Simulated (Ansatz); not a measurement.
The cluster Zn2Te⁺. Total charge 1; doublet. Geometry PBE-D4/def2-TZVP.

```xyz
3

Zn   -1.441    0.417    0.370
Zn    0.629   -1.371    0.337
Te    0.812    0.954   -0.707
```

In the def2 sets Te takes a core potential; there is no spin–orbit coupling. B3LYP takes the VWN-RPA correlation. HSE06 is defined as in plane-wave codes, on full-range PBE exchange. Another isomer (doublet) lies 0.03 eV lower at PBE0-D4/def2-TZVP; other spin states weren't run for this one.

(1) Estimate the α-spin orbital energies around the gap (eV) in Ansatz with PBE-D4/def2-TZVP, r2SCAN-D4/def2-TZVP, B3LYP-D4/def2-TZVP, PBE0-D4/def2-TZVP, HSE06-D4/def2-TZVP.

## Answers

(1) 
```json
{"orbital": "HOMO−5", "PBE-D4/def2-TZVP": "-17.38", "r2SCAN-D4/def2-TZVP": "-17.79", "B3LYP-D4/def2-TZVP": "-19.72", "PBE0-D4/def2-TZVP": "-20.22", "HSE06-D4/def2-TZVP": "-19.81"}
{"orbital": "HOMO−4", "PBE-D4/def2-TZVP": "-17.35", "r2SCAN-D4/def2-TZVP": "-17.75", "B3LYP-D4/def2-TZVP": "-19.69", "PBE0-D4/def2-TZVP": "-20.16", "HSE06-D4/def2-TZVP": "-19.74"}
{"orbital": "HOMO−3", "PBE-D4/def2-TZVP": "-13.82", "r2SCAN-D4/def2-TZVP": "-14.08", "B3LYP-D4/def2-TZVP": "-14.63", "PBE0-D4/def2-TZVP": "-14.81", "HSE06-D4/def2-TZVP": "-14.40"}
{"orbital": "HOMO−2", "PBE-D4/def2-TZVP": "-12.46", "r2SCAN-D4/def2-TZVP": "-12.58", "B3LYP-D4/def2-TZVP": "-13.07", "PBE0-D4/def2-TZVP": "-13.14", "HSE06-D4/def2-TZVP": "-12.76"}
{"orbital": "HOMO−1", "PBE-D4/def2-TZVP": "-10.66", "r2SCAN-D4/def2-TZVP": "-10.82", "B3LYP-D4/def2-TZVP": "-11.37", "PBE0-D4/def2-TZVP": "-11.50", "HSE06-D4/def2-TZVP": "-11.12"}
{"orbital": "HOMO", "PBE-D4/def2-TZVP": "-10.09", "r2SCAN-D4/def2-TZVP": "-10.35", "B3LYP-D4/def2-TZVP": "-10.65", "PBE0-D4/def2-TZVP": "-10.75", "HSE06-D4/def2-TZVP": "-10.37"}
{"orbital": "LUMO", "PBE-D4/def2-TZVP": "-9.54", "r2SCAN-D4/def2-TZVP": "-9.60", "B3LYP-D4/def2-TZVP": "-9.08", "PBE0-D4/def2-TZVP": "-8.85", "HSE06-D4/def2-TZVP": "-9.19"}
{"orbital": "LUMO+1", "PBE-D4/def2-TZVP": "-7.44", "r2SCAN-D4/def2-TZVP": "-7.34", "B3LYP-D4/def2-TZVP": "-6.87", "PBE0-D4/def2-TZVP": "-6.70", "HSE06-D4/def2-TZVP": "-7.06"}
{"orbital": "LUMO+2", "PBE-D4/def2-TZVP": "-6.62", "r2SCAN-D4/def2-TZVP": "-6.42", "B3LYP-D4/def2-TZVP": "-6.09", "PBE0-D4/def2-TZVP": "-5.91", "HSE06-D4/def2-TZVP": "-6.26"}
{"orbital": "LUMO+3", "PBE-D4/def2-TZVP": "-5.52", "r2SCAN-D4/def2-TZVP": "-5.21", "B3LYP-D4/def2-TZVP": "-4.98", "PBE0-D4/def2-TZVP": "-4.75", "HSE06-D4/def2-TZVP": "-5.10"}
{"orbital": "LUMO+4", "PBE-D4/def2-TZVP": "-4.40", "r2SCAN-D4/def2-TZVP": "-4.00", "B3LYP-D4/def2-TZVP": "-3.88", "PBE0-D4/def2-TZVP": "-3.67", "HSE06-D4/def2-TZVP": "-4.02"}
{"orbital": "LUMO+5", "PBE-D4/def2-TZVP": "-4.40", "r2SCAN-D4/def2-TZVP": "-3.81", "B3LYP-D4/def2-TZVP": "-3.73", "PBE0-D4/def2-TZVP": "-3.51", "HSE06-D4/def2-TZVP": "-3.88"}
{"orbital": "β HOMO", "PBE-D4/def2-TZVP": "-10.53", "r2SCAN-D4/def2-TZVP": "-10.70", "B3LYP-D4/def2-TZVP": "-11.24", "PBE0-D4/def2-TZVP": "-11.37", "HSE06-D4/def2-TZVP": "-10.98"}
{"orbital": "β LUMO", "PBE-D4/def2-TZVP": "-9.42", "r2SCAN-D4/def2-TZVP": "-9.12", "B3LYP-D4/def2-TZVP": "-8.91", "PBE0-D4/def2-TZVP": "-8.54", "HSE06-D4/def2-TZVP": "-8.91"}
```
